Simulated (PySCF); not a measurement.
This PySCF input asks for the NMR shieldings of SMILES CN[B@@H-](C[SiH3])[NH2+]C, C$_{3}$H$_{15}$BN$_{2}$Si; the geometry comes from GFN2-xTB.

```python
import basis_set_exchange as bse
import numpy as np
from pyscf import gto, dft
from pyscf.prop import nmr

atoms = """
C    -2.546276   -0.370537   -0.841704
N    -1.132542   -0.118656   -0.962135
B    -0.153797   -0.388136    0.101499
C     1.228429   -1.081777   -0.414071
Si    2.588339   -1.388262    0.856917
N     0.370846    1.211554    0.581455
C    -0.682791    2.032710    1.159144
H    -2.845488   -0.229010    0.195479
H    -2.833606   -1.392332   -1.135018
H    -3.118898    0.326449   -1.466058
H    -0.824661   -0.235231   -1.916276
H    -0.614056   -0.828030    1.105887
H     1.644264   -0.511296   -1.252099
H     0.966972   -2.054559   -0.839025
H     3.775149   -2.006978    0.251377
H     2.138881   -2.231323    1.965796
H     3.054215   -0.108750    1.446563
H     1.145827    1.084954    1.224457
H     0.718322    1.628558   -0.275867
H    -0.346511    3.048752    1.380812
H    -1.032655    1.563420    2.075816
H    -1.510375    2.067864    0.454142
"""
names = dict.fromkeys(["C", "N", "B", "Si", "H"], "pcSseg-1")
basis = {el: gto.basis.parse(bse.get_basis(n, elements=[el], fmt="nwchem")) for el, n in names.items()}
mol = gto.M(atom=atoms, basis=basis, charge=0, verbose=0)
mf = dft.RKS(mol, xc="PBE0")
mf.grids.level = 2
mf.grids.alignment = dft.numint.BLKSIZE   # the property module wants whole blocks of grid points
mf.conv_tol = 1e-9
mf.kernel()

calc = nmr.RKS(mf)   # GIAO
C = mf.mo_coeff
Co = C[:, mf.mo_occ > 0]
resp = mf.gen_response(singlet=True, hermi=2)
def vind(x):   # induced exchange potential for any number of trial vectors
    d = np.einsum("pi,xij,qj->xpq", C, 2 * x.reshape(-1, C.shape[1], Co.shape[1]), Co, optimize=True)
    return np.einsum("xpq,pi,qj->xij", resp(d - d.transpose(0, 2, 1)), C, Co, optimize=True).ravel()
mo1, _ = nmr.rhf.solve_mo1(calc, with_cphf=vind)
sigma = calc.kernel(mo1)
for i, s in enumerate(sigma):   # ppm
    w = np.linalg.eigvalsh((s + s.T) / 2)
    print("%2d %-2s iso %8.1f  s11 %8.1f  s22 %8.1f  s33 %8.1f" % (i, mol.atom_pure_symbol(i), w.mean(), *w))
```

Question: What are the results?

Answer: 
```
 0 C  iso    147.0  s11    126.2  s22    129.6  s33    185.2
 1 N  iso    225.7  s11    190.6  s22    215.7  s33    270.6
 2 B  iso    102.4  s11     88.8  s22    107.1  s33    111.4
 3 C  iso    187.5  s11    178.7  s22    186.5  s33    197.4
 4 Si iso    422.0  s11    390.5  s22    395.6  s33    479.9
 5 N  iso    195.3  s11    164.8  s22    205.4  s33    215.7
 6 C  iso    158.1  s11    137.6  s22    151.3  s33    185.6
 7 H  iso     29.0  s11     25.0  s22     28.0  s33     34.1
 8 H  iso     28.4  s11     22.8  s22     26.4  s33     36.0
 9 H  iso     28.7  s11     23.7  s22     26.4  s33     35.9
10 H  iso     32.3  s11     23.0  s22     33.3  s33     40.8
11 H  iso     29.1  s11     27.9  s22     29.3  s33     30.0
12 H  iso     32.6  s11     28.8  s22     31.7  s33     37.4
13 H  iso     32.0  s11     26.3  s22     30.6  s33     39.0
14 H  iso     27.7  s11     24.0  s22     25.1  s33     33.9
15 H  iso     27.9  s11     24.7  s22     25.8  s33     33.2
16 H  iso     28.2  s11     24.2  s22     27.8  s33     32.5
17 H  iso     28.9  s11     20.3  s22     28.4  s33     38.2
18 H  iso     31.0  s11     25.5  s22     30.1  s33     37.6
19 H  iso     29.4  s11     24.1  s22     26.9  s33     37.1
20 H  iso     29.5  s11     25.3  s22     27.5  s33     35.7
21 H  iso     28.6  s11     23.8  s22     29.3  s33     32.8
```

These numbers come from an equivalent density-fitted implementation of the same equations, which agrees with the script to about 0.01 ppm for H and up to a few tenths of a ppm for heavy atoms, so last digits may differ.

Size and cost of the density-fitted run: 201 basis functions, 2.4 min wall time on 1 thread of an Intel Xeon, shared host; peak memory 0.89 GiB.
